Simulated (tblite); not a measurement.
Species: C5H13NOSi2.
Structure used (GFN2-xTB), in Å, numbered top down from 1:
```xyz
22
C5H13NOSi2 angstrom
C     -3.9841   -0.1852    0.7640
Si    -2.6312    0.2301   -0.5026
N     -1.1491    0.1622    0.4296
C     -0.0438    0.4147   -0.3093
O     -0.2000    0.6596   -1.4960
C      1.2776    0.3025    0.3514
C      2.4290    1.0098   -0.3874
C      3.4142   -0.1618   -0.5874
Si     2.1186   -1.4115    0.0415
H     -4.9527   -0.1760    0.2777
H     -3.8497   -1.1705    1.2004
H     -4.0221    0.5347    1.5759
H     -2.5826   -0.7978   -1.5404
H     -2.8165    1.5861   -1.0143
H     -1.0598   -0.0348    1.4128
H      1.2015    0.5786    1.4030
H      2.0629    1.3879   -1.3411
H      2.8505    1.8399    0.1781
H      4.3020   -0.0674    0.0362
H      3.7519   -0.2711   -1.6152
H      2.4108   -2.1553    1.2706
H      1.4621   -2.2556   -0.9500
```

Calculated harmonic vibrations of the isolated species, GFN2-xTB (tblite), most abundant isotopes, no scaling. This tight-binding method is rough: wavenumbers can miss measured ones by several per cent, in bad cases by 10 to 20. Modes of hydrogen on silicon can be 10 to 20 % off. One conformer, not necessarily the lowest.

Harmonic wavenumbers (cm⁻¹): 29.2, 48.6, 71.6, 88.6, 109.4, 132.1, 167.6, 181.8, 246.9, 335.1, 424.5, 456.3, 474.1, 508.6, 526.1, 599.5, 623.6, 632.0, 661.0, 693.5, 702.4, 736.6, 746.8, 758.4, 771.2, 796.4, 815.6, 821.4, 858.0, 876.2, 964.4, 1015.9, 1043.4, 1078.2, 1108.2, 1152.5, 1180.6, 1211.1, 1267.4, 1297.7, 1374.2, 1379.4, 1460.3, 1481.2, 1493.4, 1503.8, 1672.4, 2242.0, 2269.7, 2277.2, 2313.5, 2963.2, 2987.8, 3002.3, 3009.5, 3017.2, 3038.5, 3040.0, 3069.0, 3467.8.

A = 3039, B = 535.9, C = 500.2 MHz; mass 159.054 u (most abundant isotopes); point group C1, symmetry number 1.

Question: Zero-point energy?

Answer: ½Σν̃ = 36637 cm⁻¹ = 104.75 kcal/mol.

Question: What is S at 400 K and 1 bar for an ideal gas of classical rigid rotors and harmonic oscillators?

Answer: Translation 42.59, rotation 31.23, vibration 54.50: S = 128.3 cal/(mol K).

Question: And Cp and H(400 K) − H(0)?

Answer: Cp = 60.19 cal/(mol K), of which vibrations give 52.25 (their classical limit is 60 R = 119.2); H(400 K) − H(0) = 14.02 kcal/mol without the zero-point energy, 10.84 from vibrations.

Question: How do the functions run with temperature in this model?

Answer: 
```tsv
T (K)	S (cal/(mol K))	Cp (cal/(mol K))	H − H(0) (kcal/mol)	G − H(0) (kcal/mol)	ln q(vib)
50	63.4	16.5	0.59	-2.58	1.15
100	76.9	22.7	1.58	-6.11	3.13
298.15	112.4	48.0	8.49	-25.04	10.29
373.15	124.2	57.2	12.44	-33.92	12.87
500	142.8	69.9	20.54	-50.88	17.16
750	174.7	86.9	40.30	-90.69	25.18
1000	201.3	97.9	63.49	-137.77	32.51
```

q(vib) and H(0) count from the zero-point level.

Question: Blend soft modes into free rotors: weight 1/[1 + (100 cm⁻¹/ν̃)⁴] for the oscillator and the rest for a rotor with moment μB/(μ + B), μ = h/(8π²ν), B = 10⁻⁴⁴ kg m². What vibrational entropy results?

Answer: 48.79 cal/(mol K) in place of 54.50, which changes −T·S at 400 K by +2.28 kcal/mol.

Hindered rotation and anharmonicity are outside this model. Other conformers, if any are populated, would add a mixing term that is left out. The structure is chiral; the term R ln 2 for an equal mix with its mirror image is left out.
